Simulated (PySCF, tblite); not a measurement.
Compound: C9H10.
Bonds: C1–C2 (double), C2–C3, C3–C4, C4–C5 (double), C5–C6, C6–C7 (double), C7–C8, C8–C9 (double), C3–C9. Hydrogens: H10, H11 on C1; H12 on C2; H13 on C3; H14 on C4; H15 on C5; H16 on C6; H17 on C7; H18 on C8; H19 on C9.

The geometry is computed with GFN2-xTB (gas phase).

Task: Give the optimised bond lengths and angles.

Result: 
| bond | length (Å) | order |
| --- | --- | --- |
| C1=C2 | 1.321 | double |
| C2–C3 | 1.499 | single |
| C3–C4, C3–C9 | 1.502 | single |
| C4=C5, C8=C9 | 1.339 | double |
| C5–C6, C7–C8 | 1.434 | single |
| C6=C7 | 1.352 | double |
| C1–H10 | 1.077 | single |
| C1–H11 | 1.078 | single |
| C2–H12 | 1.082 | single |
| C3–H13 | 1.096 | single |
| C4–H14, C9–H19 | 1.080 | single |
| C5–H15, C8–H18 | 1.083 | single |
| C6–H16, C7–H17 | 1.083 | single |

Bonds in one row agree within 0.01 Å and their mean is given. Orders are formal, as drawn. A selection of angles:
| angle | degrees |
| --- | --- |
| C2–C1–H10 | 122.1 |
| C2–C1–H11 | 121.8 |
| H10–C1–H11 | 116.1 |
| C1–C2–C3 | 123.8 |
| C1–C2–H12 | 120.1 |
| C3–C2–H12 | 116.1 |
| C2–C3–C4 | 113.4 |
| C2–C3–H13 | 110.7 |
| C4–C3–C9 | 101.3 |
| C4–C3–H13 | 109.0 |
| C3–C4–C5 | 121.4 |
| C3–C4–H14 | 117.4 |
| C5–C4–H14 | 121.2 |
| C4–C5–C6 | 124.8 |
| C4–C5–H15 | 119.2 |
| C6–C5–H15 | 116.0 |
| C5–C6–C7 | 124.3 |
| C5–C6–H16 | 116.5 |
| C7–C6–H16 | 118.6 |

Torsions: C1–C2–C3–C4 56° (synclinal); C2–C3–C4–C5 166° (antiperiplanar); C3–C4–C5–C6 10° (synperiplanar); C4–C5–C6–C7 34° (synclinal); C5–C6–C7–C8 0° (synperiplanar); C6–C7–C8–C9 -34° (synclinal); C7–C8–C9–C3 -10° (synperiplanar); C2–C3–C9–C8 -166° (antiperiplanar).

Of the pairs four or more bonds apart, C6···H13 is among the closest relative to their van der Waals radii: 2.76 Å, 95 % of the sum of Bondi's values. The 9 C–C bonds span 1.321 Å (C1=C2, drawn double) to 1.503 Å (C3–C9, drawn single), a spread of 0.182 Å. The 7-membered ring C3–C4–C5–C6–C7–C8–C9 has internal angles of 101.3° to 124.8°; it is puckered, 0.32 Å rms from its mean plane, widest ring torsion 72°.

Its GFN2-xTB frequencies are all real (lowest 88 cm⁻¹). The numbers are those of one conformer.
